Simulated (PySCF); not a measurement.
# Arsenic: a sound run and one with changed settings

Sound run: As [Ar] 3d10 4s2 4p3, As⁺ [Ar] 3d10 4s2 4p2. Calculation: PySCF 2.14, in jorge-DZP-DKH; the spin-free X2C one-electron Hamiltonian (Gaussian nucleus). In the sound run the correlated levels freeze [Ar] 3d10. The sound run starts from symmetry-adapted Hartree-Fock orbitals and uses a fine grid where one is needed.

Changed run: no relativity, point nucleus. This setting is unsound on purpose.

| species | method | sound run (hartree) | changed run (hartree) | converged |
| --- | --- | --- | --- | --- |
| As | UHF | -2258.89398 | -2228.41071 | yes |
| As | LDA | -2257.15016 | -2226.74861 | yes |
| As | M06-L | -2260.48726 | -2229.94076 | yes |
| As | MP2 | -2258.91863 | -2228.43492 | yes |
| As | CCSD(T) | -2258.92440 | -2228.44058 | yes |
| As⁺ | UHF | -2258.54714 | -2228.06102 | yes |
| As⁺ | LDA | -2256.78548 | -2226.38120 | yes |
| As⁺ | M06-L | -2260.13296 | -2229.58309 | yes |
| As⁺ | MP2 | -2258.57238 | -2228.08608 | yes |
| As⁺ | CCSD(T) | -2258.58114 | -2228.09504 | yes |

Ionisation energy of As:

| method | sound run (eV) | changed run (eV) |
| --- | --- | --- |
| UHF | 9.438 | 9.515 |
| LDA | 9.923 | 9.998 |
| M06-L | 9.641 | 9.733 |
| MP2 | 9.422 | 9.492 |
| SCS-MP2 | 9.362 | 9.433 |
| CCSD | 9.341 | 9.403 |
| CCSD(T) | 9.341 | 9.403 |

Most of the change in total energy is the relativistic energy itself. On top of that the contraction fixes the core shape for the Hamiltonian it was made with, so the changed run is not a good calculation with the other Hamiltonian either.

For comparison, NIST gives 9.789 eV between the lowest levels.
